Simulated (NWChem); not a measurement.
Molecule: C2H6BF; SMILES CB(F)C

Computed with NWChem. Geometry: optimised at B3LYP/6-31G* (spherical d). Ions are spin-unrestricted doublets at the neutral geometry. Hybrids' shares of exact exchange are those that their runs print; pure functionals count as 0. The functionals differ in more than this share.

| row | share of exact exchange | ΔSCF ionisation energy minus −ε(HOMO) (eV) |
|---|---|---|
| PBE/def2-SVP | 0.00 | 3.55 |
| B3LYP/def2-SVP | 0.20 | 2.62 |
| PBE0/def2-SVP | 0.25 | 2.38 |
| M06-2X/def2-SVP | 0.54 | 1.24 |
| Hartree-Fock/def2-SVP | 1.00 | withheld |

**Question.** Fit a straight line of the last column on the one before it, predict the withheld value, and compare with the run.

**Answer.** 
1. Means of the 4 shown rows: x = 0.247, y = 2.448. Slope Σ(x − x̄)(y − ȳ)/Σ(x − x̄)² = -0.6344/0.1491 = -4.256; intercept 3.501.
2. The shown rows scatter about the line by 0.045 (root mean square); the largest residual is -0.06, at PBE0/def2-SVP.
3. At x = 1.00 (Hartree-Fock/def2-SVP; beyond the shown range) the line gives -0.76.
4. The run gives -1.47, -0.71 from the line, 16.0 times the scatter. The line crosses zero at a share of 0.82.
